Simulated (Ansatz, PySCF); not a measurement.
This PySCF input computes a B3LYP/def2-TZVPD energy:

```python
from pyscf import gto, scf, dft

mol = gto.M(
    atom='''
    Na   -0.00000000   -0.00000000   -2.00393820
    Na    0.00000000    0.00000000    2.00393820
    ''',
    basis='def2-tzvpd',
    charge=1,
    spin=1,
    symmetry='D2h',
    verbose=4,
)

mf = dft.UKS(mol, xc='b3lyp').density_fit(auxbasis='def2-universal-jkfit')
mf.grids.level = 3
mf.conv_tol = 1e-9
mf.max_cycle = 100
mf.max_memory = 1500
mf.kernel()
if not mf.converged:
    mf = mf.newton()
    mf.kernel(mf.make_rdm1())
mf.analyze()
```

**Question.** Write an input for the same energy in Ansatz (a quantum-chemistry and plane-wave program) and say what it gives.

**Answer.** 
Ansatz 0.2 input:
```yaml
crystal:
  periodic: [false, false, false]
  atoms:
    - {symbol: Na, position_ang: [-0.00000000, -0.00000000, -2.00393820]}
    - {symbol: Na, position_ang: [0.00000000, 0.00000000, 2.00393820]}
basis:
  gaussian:
    orbitals: def2-TZVPD
hamiltonian:
  xc: {name: B3LYP}
total_charge: 1
magnetization: {spin_polarized: true, initial_magnetization: 1}
output: {forces: true}
```
It gives -324.42014 Eh, and PySCF -324.42018 Eh, a difference of 0.04 mEh, from the treatment of integrals and grids.
